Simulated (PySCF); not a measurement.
C₆H₄N₂, SMILES N#Cc1cccnc1.

Coordinates come from a PBE-D3(BJ)/def2-SVP optimisation.

All values below come from PBE0/def2-TZVP (PySCF).

Isolated molecule, no solvent.

Computed frontier levels, gap, dipole moment:
| Property | Value |
|---|---|
| highest occupied level | -8.13 eV |
| lowest empty level | -2.10 eV |
| orbital gap | 6.03 eV |
| dipole moment | 4.06 D |
| quadrupole, principal values (traceless, Buckingham form, about the centre of nuclear charge) | -13.55, 2.01, 11.54 D·Å |
